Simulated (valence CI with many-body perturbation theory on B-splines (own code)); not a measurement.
# Ir²⁸⁺: M1 decay

Method: relativistic CI+MBPT: three valence electrons over a frozen Dirac-Fock core [Kr] 4d10, a basis of 7 s, 7 p, 7 d, 7 f, 4 g, 2 h functions for each j, with the one-electron correlation potential Σ1 (screened to all orders), the two-electron term Σ2, the three-electron term Σ3, Breit, model QED; selected single and double excitations, second order for the rest, scaled by the run's own slope (own B-spline code, finite nucleus).

The last digits are not significant, and no measured levels were compared; by estimate large intervals hold to a few tenths of a per cent, small ones and those within an open d or f shell to about a per cent. Excitations out of the core, of the other parity, are not computed and may begin above about 175 eV (a cautious bound); beyond it only levels of the ground parity were kept, without lifetimes.

Lines 1 to 50 of 120 in falling wavelength, among levels below 175.32 eV, chosen from the decays that carry over 1 % of a level's rate. Wavelengths and rates use the calculated energies. S is in atomic units (e²a₀⁴ for E2 and M2, e²a₀⁶ for E3), for M1 in squared Bohr magnetons. Weak lines are less certain than strong ones. Lines between different terms over intervals too small for the method are left out, as are lines whose strength nearly cancels.

Levels are named by their leading jj configuration (3d3/2^4 stands for four electrons in 3d with j = 3/2), which in mixed levels can hold well under half, so a name can repeat and another be missing. Letters in brackets count levels of one name in rising energy.

```tsv
λ vac (nm)	Upper	Lower	Type	A (s⁻¹)	S (a.u.)
1168	(4f5/2^2 4f7/2) J=3/2 [a]	(4f5/2^3) J=5/2	M1	3.76e+00	8.87e-01
1096	(4f5/2^2 4f7/2) J=5/2 [a]	(4f5/2^3) J=5/2	M1	7.13e+00	2.09e+00
1067	(4f5/2^2 4f7/2) J=11/2 [b]	(4f5/2 4f7/2^2) J=9/2 [b]	M1	4.98e+00	2.69e+00
1052	(4f5/2^2 4f7/2) J=7/2 [a]	(4f5/2^3) J=5/2	M1	4.11e+00	1.42e+00
876.2	(4f5/2 4f7/2^2) J=3/2 [a]	(4f5/2^2 4f7/2) J=5/2 [b]	M1	2.93e+01	2.93e+00
870.7	(4f5/2 4f7/2^2) J=13/2 [c]	(4f5/2 4f7/2^2) J=11/2 [b]	M1	7.12e+00	2.44e+00
778.5	(4f5/2^2 4f7/2) J=7/2 [b]	(4f5/2^2 4f7/2) J=7/2 [a]	M1	8.38e+00	1.17e+00
774.0	(4f5/2^2 4f7/2) J=7/2 [a]	(4f5/2^2 4f7/2) J=9/2	M1	2.50e+01	3.43e+00
755.9	(4f5/2^2 4f7/2) J=7/2 [b]	(4f5/2^2 4f7/2) J=5/2 [a]	M1	1.28e+01	1.64e+00
720.2	(4f5/2 4f7/2^2) J=11/2 [b]	(4f5/2^2 4f7/2) J=11/2 [b]	M1	2.01e+01	3.33e+00
652.3	(4f5/2^2 4f7/2) J=15/2	(4f5/2 4f7/2^2) J=13/2 [b]	M1	2.57e+01	4.23e+00
603.0	(4f7/2^3) J=9/2	(4f5/2 4f7/2^2) J=9/2 [c]	M1	2.84e+01	2.31e+00
599.6	(4f5/2 4f7/2^2) J=1/2	(4f5/2 4f7/2^2) J=3/2 [a]	M1	1.11e+02	1.78e+00
592.1	(4f5/2 4f7/2^2) J=3/2 [a]	(4f5/2^2 4f7/2) J=1/2	M1	1.01e+01	3.11e-01
565.2	(4f5/2 4f7/2^2) J=7/2 [b]	(4f5/2 4f7/2^2) J=5/2 [a]	M1	1.50e+01	8.02e-01
560.5	(4f5/2 4f7/2^2) J=15/2	(4f5/2 4f7/2^2) J=13/2 [a]	M1	1.44e+02	1.50e+01
553.1	(4f5/2^3) J=5/2	(4f5/2^3) J=3/2	M1	9.15e+01	3.44e+00
542.7	(4f5/2 4f7/2^2) J=5/2 [a]	(4f5/2 4f7/2^2) J=7/2 [a]	M1	1.29e+01	4.59e-01
475.4	(4f5/2 4f7/2^2) J=7/2 [a]	(4f5/2^2 4f7/2) J=7/2 [b]	M1	1.19e+01	3.80e-01
465.2	(4f5/2 4f7/2^2) J=9/2 [a]	(4f5/2^2 4f7/2) J=7/2 [a]	M1	7.79e+01	2.91e+00
453.7	(4f5/2 4f7/2^2) J=13/2 [a]	(4f5/2^2 4f7/2) J=11/2 [a]	M1	4.28e+02	2.08e+01
452.5	(4f5/2 4f7/2^2) J=9/2 [b]	(4f5/2^2 4f7/2) J=7/2 [b]	M1	2.57e+02	8.84e+00
447.4	(4f5/2^2 4f7/2) J=7/2 [b]	(4f5/2^3) J=5/2	M1	3.33e+02	8.83e+00
438.8	(4f5/2^2 4f7/2) J=5/2 [b]	(4f5/2^2 4f7/2) J=7/2 [b]	M1	4.45e+01	8.37e-01
432.6	(4f5/2^2 4f7/2) J=11/2 [b]	(4f5/2 4f7/2^2) J=13/2 [b]	M1	8.48e+00	3.05e-01
430.0	(4f5/2 4f7/2^2) J=11/2 [b]	(4f5/2 4f7/2^2) J=9/2 [b]	M1	1.88e+02	6.64e+00
422.6	(4f5/2 4f7/2^2) J=5/2 [a]	(4f5/2^2 4f7/2) J=3/2 [b]	M1	1.18e+02	1.99e+00
394.2	(4f5/2 4f7/2^2) J=13/2 [c]	(4f5/2^2 4f7/2) J=11/2 [b]	M1	5.28e+01	1.68e+00
392.8	(4f5/2^2 4f7/2) J=9/2	(4f5/2^2 4f7/2) J=11/2 [a]	M1	7.74e+01	1.74e+00
388.1	(4f5/2^2 4f7/2) J=7/2 [b]	(4f5/2^2 4f7/2) J=9/2	M1	1.73e+01	3.00e-01
383.6	(4f5/2 4f7/2^2) J=9/2 [c]	(4f5/2 4f7/2^2) J=7/2 [a]	M1	1.06e+02	2.21e+00
375.3	(4f5/2^2 4f7/2) J=3/2 [a]	(4f5/2^3) J=3/2	M1	2.65e+02	2.08e+00
367.6	(4f5/2^2 4f7/2) J=5/2 [a]	(4f5/2^3) J=3/2	M1	2.25e+02	2.49e+00
356.0	(4f5/2^2 4f7/2) J=11/2 [a]	(4f5/2^3) J=9/2	M1	8.03e+02	1.61e+01
344.5	(4f5/2^2 4f7/2) J=3/2 [b]	(4f5/2^2 4f7/2) J=5/2 [a]	M1	3.03e+01	1.84e-01
338.0	(4f5/2^2 4f7/2) J=3/2 [b]	(4f5/2^2 4f7/2) J=3/2 [a]	M1	4.55e+02	2.61e+00
321.5	(4f5/2^2 4f7/2) J=1/2	(4f5/2^2 4f7/2) J=3/2 [a]	M1	1.43e+02	3.53e-01
310.4	(4f7/2^3) J=9/2	(4f5/2^2 4f7/2) J=11/2 [b]	M1	8.90e+01	9.87e-01
297.9	(4f5/2 4f7/2^2) J=1/2	(4f5/2^2 4f7/2) J=1/2	M1	8.37e+01	1.64e-01
295.2	(4f5/2 4f7/2^2) J=7/2 [a]	(4f5/2^2 4f7/2) J=7/2 [a]	M1	3.07e+02	2.34e+00
291.8	(4f5/2 4f7/2^2) J=7/2 [a]	(4f5/2^2 4f7/2) J=5/2 [a]	M1	7.43e+02	5.48e+00
291.0	(4f5/2 4f7/2^2) J=7/2 [b]	(4f5/2^2 4f7/2) J=5/2 [b]	M1	4.66e+02	3.41e+00
290.6	(4f5/2 4f7/2^2) J=9/2 [a]	(4f5/2^2 4f7/2) J=9/2	M1	5.14e+02	4.67e+00
286.2	(4f5/2 4f7/2^2) J=9/2 [b]	(4f5/2^2 4f7/2) J=7/2 [a]	M1	1.72e+02	1.49e+00
285.5	(4f5/2^2 4f7/2) J=15/2	(4f5/2 4f7/2^2) J=15/2	M1	4.05e+02	5.59e+00
285.3	(4f5/2 4f7/2^2) J=7/2 [b]	(4f5/2 4f7/2^2) J=9/2 [b]	M1	2.16e+01	1.48e-01
285.0	(4f5/2 4f7/2^2) J=1/2	(4f5/2^2 4f7/2) J=3/2 [b]	M1	3.41e+02	5.86e-01
281.5	(4f5/2 4f7/2^2) J=11/2 [b]	(4f5/2 4f7/2^2) J=11/2 [a]	M1	4.44e+02	4.41e+00
280.9	(4f5/2 4f7/2^2) J=11/2 [a]	(4f5/2^2 4f7/2) J=9/2	M1	3.38e+02	3.33e+00
280.6	(4f5/2 4f7/2^2) J=3/2 [b]	(4f5/2^2 4f7/2) J=5/2 [b]	M1	1.41e+02	4.61e-01
```
